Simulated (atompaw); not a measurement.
Scattering properties, PAW (atompaw) potential for Pm (Z = 61)

atompaw 4.2.0.5 input, output lines left out:

```
Pm 61
GGA-PBE scalarrelativistic loggrid 2001 logderivrange -5 5 251
6 6 5 4 0 0
6 0 1.75
6 1 0.25
5 2 0
4 3 5
0 0 0
c
c
c
c
v
v
c
c
c
v
v
c
c
v
v
3
3.00 2.25 2.80 2.30
n
n
y
2.85
n
y
0.3
n
custom rrkj vanderbiltortho gaussian
4 0 troulliermartins
2.25
3.00
2.15
3.00
3.00
3.00
1.45
1.45
```

The phase is arctan(r·u′/u) with u = r·R(r), unwrapped; energies in Ry, scanned from -5 to 5 Ry. A pole is an energy at which the radial function vanishes at the test radius. The pseudo phase is shifted by a multiple of π to meet the all-electron one at the reference energy, and phase errors are pseudo minus all-electron; the curves can meet again beyond the range given. Levels narrower than the energy grid can be missing from the lists of poles.

```json
{"channel": "s", "radius (bohr)": "3.02", "reference energy (Ry)": "-0.27", "poles, all-electron": "-3.04, 2.52", "poles, pseudo": "-3.04, 1.99", "unbroken range about the reference energy with phases within 0.05 rad": "below 1.8", "phase error 1 Ry above the reference energy (rad)": "-0.029"}
{"channel": "p", "radius (bohr)": "3.02", "reference energy (Ry)": "-0.10", "poles, all-electron": "-1.52, 3.76", "poles, pseudo": "-1.52, 3.03", "unbroken range about the reference energy with phases within 0.05 rad": "below 0.8", "phase error 1 Ry above the reference energy (rad)": "-0.056"}
{"channel": "d", "radius (bohr)": "3.02", "reference energy (Ry)": "-0.15", "poles, all-electron": "0.65", "poles, pseudo": "0.64", "unbroken range about the reference energy with phases within 0.05 rad": "the whole range", "phase error 1 Ry above the reference energy (rad)": "-0.002"}
{"channel": "f", "radius (bohr)": "3.02", "reference energy (Ry)": "-0.18", "poles, all-electron": "-0.13, 3.29", "poles, pseudo": "-0.13, 3.38", "unbroken range about the reference energy with phases within 0.05 rad": "below 4.5", "phase error 1 Ry above the reference energy (rad)": "+0.000"}
```

Phases in the f channel:

```
E (Ry)  all-electron  pseudo
 -5.00         1.430   1.430
 -4.76         1.427   1.427
 -4.52         1.424   1.424
 -4.28         1.420   1.420
 -4.04         1.416   1.416
 -3.80         1.412   1.412
 -3.56         1.408   1.408
 -3.32         1.403   1.403
 -3.08         1.397   1.397
 -2.84         1.391   1.391
 -2.60         1.385   1.385
 -2.36         1.377   1.377
 -2.12         1.369   1.369
 -1.88         1.359   1.359
 -1.64         1.347   1.347
 -1.40         1.334   1.334
 -1.16         1.317   1.317
 -0.92         1.294   1.294
 -0.68         1.261   1.261
 -0.44         1.190   1.191
 -0.20        -0.577  -0.577
  0.04        -1.820  -1.820
  0.28        -1.912  -1.912
  0.52        -1.994  -1.994
  0.76        -2.106  -2.105
  1.00        -2.291  -2.290
  1.24        -2.648  -2.644
  1.48        -3.296  -3.285
  1.72        -3.921  -3.908
  1.96        -4.256  -4.246
  2.20        -4.430  -4.421
  2.44        -4.533  -4.524
  2.68        -4.602  -4.593
  2.92        -4.653  -4.643
  3.16        -4.693  -4.682
  3.40        -4.728  -4.715
  3.64        -4.760  -4.744
  3.88        -4.792  -4.771
  4.12        -4.825  -4.797
  4.36        -4.863  -4.825
  4.60        -4.910  -4.855
  4.84        -4.973  -4.890
```
